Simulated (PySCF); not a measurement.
GeH2, SMILES [GeH2] (connectivity only; charge and spin as stated), neutral, multiplicity 1. Atoms are numbered in the order given.

```xyz
3

Ge     0.0000     0.0000     0.0659
H      0.0000    -1.1340    -1.0542
H      0.0000     1.1340    -1.0542
```

The structure is a stationary point at PBE0-D3(BJ)/def2-TZVPD. The isomer is the one that the SMILES or the coordinates give; other isomers of the formula were not compared.

All values below come from PySCF with TDA-PBE0/def2-TZVPD.

Vertical excitations. Isolated molecule, no solvent. State labels are in the subgroup C2v.

```json
[
 {"state": "S1", "symmetry": "B1", "energy (eV)": "2.56", "λ (nm)": "483", "f": "0.018", "main pairs": "HOMO→LUMO 99 %"},
 {"state": "S2", "symmetry": "A2", "energy (eV)": "4.14", "λ (nm)": "300", "f": "0.000", "main pairs": "HOMO−1→LUMO 100 %"},
 {"state": "S3", "symmetry": "A1", "energy (eV)": "6.24", "λ (nm)": "199", "f": "0.227", "main pairs": "HOMO→LUMO+1 99 %"},
 {"state": "S4", "symmetry": "B2", "energy (eV)": "7.02", "λ (nm)": "177", "f": "0.219", "main pairs": "HOMO→LUMO+2 89 %"},
 {"state": "S5", "symmetry": "A1", "energy (eV)": "7.62", "λ (nm)": "163", "f": "0.001", "main pairs": "HOMO→LUMO+3 94 %"},
 {"state": "S6", "symmetry": "A2", "energy (eV)": "8.07", "λ (nm)": "154", "f": "0.000", "main pairs": "HOMO→LUMO+5 100 %"},
 {"state": "S7", "symmetry": "A1", "energy (eV)": "8.15", "λ (nm)": "152", "f": "0.077", "main pairs": "HOMO→LUMO+4 80 %, HOMO−1→LUMO+2 20 %"},
 {"state": "S8", "symmetry": "B1", "energy (eV)": "8.22", "λ (nm)": "151", "f": "0.165", "main pairs": "HOMO→LUMO+6 96 %"},
 {"state": "S9", "symmetry": "B2", "energy (eV)": "8.24", "λ (nm)": "151", "f": "0.378", "main pairs": "HOMO−1→LUMO+1 94 %"},
 {"state": "S10", "symmetry": "B2", "energy (eV)": "8.98", "λ (nm)": "138", "f": "0.007", "main pairs": "HOMO→LUMO+7 98 %"},
 {"state": "T1", "symmetry": "B1", "energy (eV)": "1.31", "λ (nm)": "943", "f": "0", "main pairs": "HOMO→LUMO 99 %"},
 {"state": "T2", "symmetry": "A2", "energy (eV)": "3.53", "λ (nm)": "351", "f": "0", "main pairs": "HOMO−1→LUMO 99 %"},
 {"state": "T3", "symmetry": "B2", "energy (eV)": "5.30", "λ (nm)": "234", "f": "0", "main pairs": "HOMO→LUMO+2 96 %"},
 {"state": "T4", "symmetry": "A1", "energy (eV)": "5.74", "λ (nm)": "216", "f": "0", "main pairs": "HOMO→LUMO+1 92 %"}
]
```
Triplets are in the Tamm–Dancoff approximation.
